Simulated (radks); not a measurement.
The numbers below are computed, except where a source is named.
The chromium ion Cr2+ inside a hard spherical wall (all orbitals vanish at R), configuration held at [Ar] 3d4 and not refilled when levels cross. Level of theory: non-relativistic Kohn-Sham, PBE, spin-unpolarised, spherical densities, point nucleus (a radial shooting solver on a logarithmic mesh with Libxc functionals). Eigenvalues in eV, with the zero of energy where the potential of the charges vanishes at infinity; a dash marks a level that is unbound or too diffuse for the functional's potential to be trusted. A positive occupied level is held by the wall or, in an anion where self-interaction has pushed it up, behind a barrier. The pressure on the wall is -dE/dV.

| R (bohr) | E (hartree) | kinetic (hartree) | e(2p) | e(3s) | e(3p) | e(3d) | e(4s, empty) | e(4p, empty) | pressure (GPa) |
|---|---|---|---|---|---|---|---|---|---|
| free | -1043.18795 | 1042.335 | -580.50 | -93.714 | -66.169 | -23.000 | -18.457 | -13.402 | 0 |
| 15 | -1043.18795 | 1042.335 | -580.50 | -93.714 | -66.169 | -23.000 | -18.457 | -13.402 | < 0.0001 |
| 12 | -1043.18795 | 1042.335 | -580.50 | -93.714 | -66.169 | -23.000 | -18.457 | -13.402 | < 0.0001 |
| 10 | -1043.18795 | 1042.335 | -580.50 | -93.714 | -66.169 | -23.000 | -18.457 | -13.401 | < 0.0001 |
| 3.5 | -1043.12527 | 1042.721 | -578.31 | -91.989 | -64.496 | -21.136 | -10.877 | -2.229 | 24.8 |
| 3 | -1043.00604 | 1043.350 | -575.73 | -90.124 | -62.654 | -18.880 | -2.184 | 8.389 | 105 |
| 2.5 | -1042.59917 | 1045.414 | -569.56 | -85.933 | -58.352 | -13.474 | 18.233 | 31.496 | 553 |
| 1.5 | -1032.45930 | 1084.789 | -504.38 | -35.733 | -4.679 | 45.915 | 234.59 | 247.96 | 37000 |
